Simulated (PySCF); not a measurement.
PySCF job for Ge(Cl)(Me)2(NH2) (C2H8ClGeN), SMILES [CH3][Ge]([Cl])([NH2])[CH3], TDA-B3LYP/def2-SVPD. Geometry: B3LYP-D3(BJ)/def2-SVP. One conformer was computed; it need not be the lowest.

```python
import numpy as np
from pyscf import gto, scf, dft, tdscf

mol = gto.M(
    atom='''
    C    -0.82638103   -0.88470615   -1.64736975
    Ge   -0.28622258    0.00530376   -0.00000000
    C    -0.82638102   -0.88470615    1.64736976
    N    -0.96060387    1.71037311    0.00000000
    Cl    1.93043344    0.01728712   -0.00000000
    H    -1.92361385   -0.95733328   -1.68946353
    H    -0.47038217   -0.31743619   -2.51983593
    H    -0.39291868   -1.89423897   -1.68744220
    H    -0.47038215   -0.31743619    2.51983594
    H    -1.92361384   -0.95733328    1.68946354
    H    -0.39291867   -1.89423896    1.68744221
    H    -0.72180847    2.25913869    0.82481291
    H    -0.72180848    2.25913869   -0.82481291
    ''',
    basis='def2-SVPD',
    charge=0,
    spin=0,
    symmetry=True,
    max_memory=1600,
    verbose=4,
)
mf = dft.RKS(mol, xc='b3lyp').density_fit(auxbasis='def2-universal-jkfit')
mf.grids.level = 3
mf.conv_tol = 1e-9
mf.max_cycle = 100
mf.kernel()
mf.grids = dft.Grids(mol).set(level=1).build(with_non0tab=True)  # coarser grid for the response kernel
td = tdscf.TDA(mf)
td.singlet = True
td.nstates = 10
td.conv_tol = 1e-4
td.kernel(x0=td.get_init_guess(mf, 15))
td.analyze()
tt = tdscf.TDA(mf)
tt.singlet = False
tt.nstates = 4
tt.conv_tol = 1e-4
tt.kernel(x0=tt.get_init_guess(mf, 9))
tt.analyze(verbose=3)
```

It prints:

```
PySCF version 2.14.0

[INPUT] verbose = 4
[INPUT] num. atoms = 13
[INPUT] num. electrons = 76
[INPUT] charge = 0
[INPUT] spin (= nelec alpha-beta = 2S) = 0
[INPUT] symmetry True subgroup None
[INPUT] Mole.unit = angstrom
[INPUT] Symbol           X                Y                Z      unit          X                Y                Z       unit  Magmom
[INPUT]  1 C     -0.826381030000  -0.884706150000  -1.647369750000 AA   -1.561633821236  -1.671852324218  -3.113077653393 Bohr   0.0
[INPUT]  2 Ge    -0.286222580000   0.005303760000   0.000000000000 AA   -0.540882286866   0.010022653830   0.000000000000 Bohr   0.0
[INPUT]  3 C     -0.826381020000  -0.884706150000   1.647369760000 AA   -1.561633802339  -1.671852324218   3.113077672290 Bohr   0.0
[INPUT]  4 N     -0.960603870000   1.710373110000   0.000000000000 AA   -1.815278228497   3.232136748721   0.000000000000 Bohr   0.0
[INPUT]  5 Cl     1.930433440000   0.017287120000   0.000000000000 AA    3.647990503302   0.032667922282   0.000000000000 Bohr   0.0
[INPUT]  6 H     -1.923613850000  -0.957333280000  -1.689463530000 AA   -3.635103345920  -1.809097709132  -3.192623369141 Bohr   0.0
[INPUT]  7 H     -0.470382170000  -0.317436190000  -2.519835930000 AA   -0.888893475179  -0.599867461125  -4.761799786539 Bohr   0.0
[INPUT]  8 H     -0.392918680000  -1.894238970000  -1.687442200000 AA   -0.742508694426  -3.579592867778  -3.188803609034 Bohr   0.0
[INPUT]  9 H     -0.470382150000  -0.317436190000   2.519835940000 AA   -0.888893437384  -0.599867461125   4.761799805436 Bohr   0.0
[INPUT] 10 H     -1.923613840000  -0.957333280000   1.689463540000 AA   -3.635103327023  -1.809097709132   3.192623388038 Bohr   0.0
[INPUT] 11 H     -0.392918670000  -1.894238960000   1.687442210000 AA   -0.742508675528  -3.579592848881   3.188803627931 Bohr   0.0
[INPUT] 12 H     -0.721808470000   2.259138690000   0.824812910000 AA   -1.364020322691   4.269153401509   1.558670503906 Bohr   0.0
[INPUT] 13 H     -0.721808480000   2.259138690000  -0.824812910000 AA   -1.364020341589   4.269153401509  -1.558670503906 Bohr   0.0

nuclear repulsion = 488.030244233811
point group symmetry = Cs
symmetry origin: [ 5.47025988e-09 -3.97837083e-09  2.23783356e-09]
symmetry axis x: [ 1.00000000e+00 -3.26620914e-09  3.57962689e-09]
symmetry axis y: [3.26620912e-09 1.00000000e+00 7.77316905e-09]
symmetry axis z: [-3.57962691e-09 -7.77316896e-09  1.00000000e+00]
num. orbitals of irrep A' = 111
num. orbitals of irrep A" = 78
number of shells = 81
number of NR pGTOs = 295
number of NR cGTOs = 189
basis = def2-SVPD
ecp = {}


[settings echo left out]
init E= -2672.04679800078
HOMO (A') = -0.324203060591643  LUMO (A') = -0.0460706143244876  gap/eV = 7.56837
cycle= 1 E= -2672.53728881793  delta_E= -0.49  |g|= 0.735  |ddm|= 4.55
HOMO (A') = -0.198722122639364  LUMO (A') = 0.00322811232740383  gap/eV = 5.49535
cycle= 2 E= -2672.44866306188  delta_E= 0.0886  |g|=    1  |ddm|=  2.8
HOMO (A') = -0.279610190618967  LUMO (A') = -0.00867808648102431  gap/eV = 7.37244
cycle= 3 E= -2672.64154938715  delta_E= -0.193  |g|= 0.105  |ddm|=  1.7
HOMO (A') = -0.27161413491665  LUMO (A') = -0.00837347631995744  gap/eV = 7.16314
cycle= 4 E= -2672.64419434727  delta_E= -0.00264  |g|= 0.0252  |ddm|= 0.224
HOMO (A') = -0.275116762958533  LUMO (A') = -0.00875196542432244  gap/eV = 7.24816
cycle= 5 E= -2672.64431781469  delta_E= -0.000123  |g|= 0.00824  |ddm|= 0.0379
HOMO (A') = -0.274042739697555  LUMO (A') = -0.00836380248389146  gap/eV = 7.22949
cycle= 6 E= -2672.64433403001  delta_E= -1.62e-05  |g|= 0.00124  |ddm|= 0.0156
HOMO (A') = -0.27423614100443  LUMO (A') = -0.00842964999878726  gap/eV = 7.23296
cycle= 7 E= -2672.64433432036  delta_E= -2.9e-07  |g|= 0.000342  |ddm|= 0.0019
HOMO (A') = -0.274252109377082  LUMO (A') = -0.00843020306915543  gap/eV = 7.23338
cycle= 8 E= -2672.64433434545  delta_E= -2.51e-08  |g|= 0.000102  |ddm|= 0.000543
HOMO (A') = -0.274249888595393  LUMO (A') = -0.00843039176249682  gap/eV = 7.23332
cycle= 9 E= -2672.64433434805  delta_E= -2.6e-09  |g|= 2.4e-05  |ddm|= 0.000178
HOMO (A') = -0.274248313871201  LUMO (A') = -0.00842938216071909  gap/eV = 7.23330
cycle= 10 E= -2672.64433434821  delta_E= -1.64e-10  |g|= 6.57e-06  |ddm|= 4.51e-05
HOMO (A') = -0.274248367846153  LUMO (A') = -0.00842977735265915  gap/eV = 7.23329
Extra cycle  E= -2672.64433434822  delta_E= -9.55e-12  |g|= 7.28e-06  |ddm|= 3.05e-05
converged SCF energy = -2672.64433434822
tot grids = 48992


******** <class 'pyscf.tdscf.rks.TDA'> for <class 'pyscf.df.df_jk.DFSymAdaptedRKS'> ********
nstates = 10 singlet
deg_eia_thresh = 1.000e-03
wfnsym = None
conv_tol = 0.0001
eigh lindep = 1e-12
eigh level_shift = 0
eigh max_cycle = 100


Excitation energies (eV)
[6.33035829 6.93232493 7.06258292 7.30551613 7.4169317  7.45948025
 7.56113734 7.86903359 7.94721361 8.11519586]

** Singlet excitation energies and oscillator strengths **
Excited State   1:   A'      6.33036 eV    195.86 nm  f=0.0724
      38 -> 39        0.68622
      38 -> 40        0.10777
Excited State   2:   A"      6.93232 eV    178.85 nm  f=0.0904
      37 -> 39       -0.68417
      37 -> 40        0.15453
Excited State   3:   A'      7.06258 eV    175.55 nm  f=0.0618
      36 -> 39        0.19695
      36 -> 40       -0.13328
      38 -> 39        0.11948
      38 -> 40       -0.59261
      38 -> 41        0.25707
Excited State   4:   A'      7.30552 eV    169.71 nm  f=0.0775
      36 -> 39       -0.65648
      36 -> 40        0.11056
      38 -> 40       -0.20120
Excited State   5:   A"      7.41693 eV    167.16 nm  f=0.0000
      37 -> 39       -0.16365
      37 -> 40       -0.67439
Excited State   6:   A'      7.45948 eV    166.21 nm  f=0.0242
      36 -> 40       -0.17072
      38 -> 40       -0.24167
      38 -> 41       -0.62603
Excited State   7:   A"      7.56114 eV    163.98 nm  f=0.0000
      38 -> 42       -0.69395
      38 -> 44       -0.10279
Excited State   8:   A'      7.86903 eV    157.56 nm  f=0.0614
      36 -> 39       -0.15311
      36 -> 40       -0.62352
      37 -> 42       -0.17335
      38 -> 40        0.12531
      38 -> 41        0.11149
Excited State   9:   A"      7.94721 eV    156.01 nm  f=0.0399
      35 -> 39       -0.12242
      37 -> 41        0.68721
Excited State  10:   A"      8.11520 eV    152.78 nm  f=0.0194
      35 -> 39        0.68147
      37 -> 41        0.12439

** Transition electric dipole moments (AU) **
state          X           Y           Z        Dip. S.      Osc.
  1        -0.6412      0.2360      0.0000      0.4668      0.0724
  2         0.0000     -0.0000     -0.7296      0.5322      0.0904
  3        -0.2069      0.5608      0.0000      0.3573      0.0618
  4        -0.5500     -0.3617      0.0000      0.4333      0.0775
  5         0.0000     -0.0000     -0.0041      0.0000      0.0000
  6        -0.2863      0.2247      0.0000      0.1325      0.0242
  7        -0.0000      0.0000      0.0066      0.0000      0.0000
  8         0.4112     -0.3867     -0.0000      0.3186      0.0614
  9         0.0000     -0.0000      0.4525      0.2047      0.0399
 10        -0.0000     -0.0000     -0.3124      0.0976      0.0194

** Transition velocity dipole moments (imaginary part, AU) **
state          X           Y           Z        Dip. S.      Osc.
  1        -0.1233      0.0444      0.0000      0.0172      0.0492
  2        -0.0000      0.0000     -0.1776      0.0315      0.0825
  3        -0.0139      0.1126     -0.0000      0.0129      0.0331
  4        -0.1064     -0.1006     -0.0000      0.0214      0.0532
  5         0.0000      0.0000      0.0231      0.0005      0.0013
  6        -0.0609      0.0453      0.0000      0.0058      0.0140
  7         0.0000     -0.0000      0.0114      0.0001      0.0003
  8         0.0588     -0.0529     -0.0000      0.0063      0.0144
  9        -0.0000     -0.0000      0.1189      0.0141      0.0323
 10        -0.0000      0.0000     -0.1082      0.0117      0.0262

** Transition magnetic dipole moments (imaginary part, AU) **
state          X           Y           Z
  1        -0.0000     -0.0000     -0.8428
  2         0.1366     -0.5227      0.0000
  3         0.0000     -0.0000      0.2411
  4        -0.0000     -0.0000      0.3934
  5         0.0298      0.1983     -0.0000
  6        -0.0000     -0.0000     -0.1214
  7         0.1442      0.0961      0.0000
  8         0.0000      0.0000     -0.1500
  9         0.4015     -0.0708     -0.0000
 10         0.1771      0.3333     -0.0000


******** <class 'pyscf.tdscf.rks.TDA'> for <class 'pyscf.df.df_jk.DFSymAdaptedRKS'> ********
nstates = 4 triplet
deg_eia_thresh = 1.000e-03
wfnsym = None
conv_tol = 0.0001
eigh lindep = 1e-12
eigh level_shift = 0
eigh max_cycle = 100


Excitation energies (eV)
[5.91218495 6.48095459 6.55630424 6.91152885]

** Triplet excitation energies and oscillator strengths **
Excited State   1:   A'      5.91218 eV    209.71 nm  f=0.0000
Excited State   2:   A'      6.48095 eV    191.31 nm  f=0.0000
Excited State   3:   A"      6.55630 eV    189.11 nm  f=0.0000
Excited State   4:   A'      6.91153 eV    179.39 nm  f=0.0000
```

The run converged.

Cost: very roughly 4 core-minutes.
